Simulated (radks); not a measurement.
Values are calculated unless marked as measured or tabulated.
Task: All-electron atom: Mg9+ in [He] 2s1. Level of theory: non-relativistic Kohn-Sham, PBEsol, spin-polarised, spherical densities, point nucleus; open shells are filled with parallel spins first (a radial shooting solver on a logarithmic mesh with Libxc functionals). Some entries of the table are withheld. Estimate them.

| orbital | occ. | eigenvalue (hartree) | <r> (bohr) |
|---|---|---|---|
| 1s up | 1 | -59.71011 | (1) |
| 1s down | 1 | -59.60928 | (2) |
| 2s up | 1 | -12.87148 | (3) |

Result: 
(1) 1s up <r> (bohr): 0.1299
(2) 1s down <r> (bohr): 0.1298
(3) 2s up <r> (bohr): 0.5585
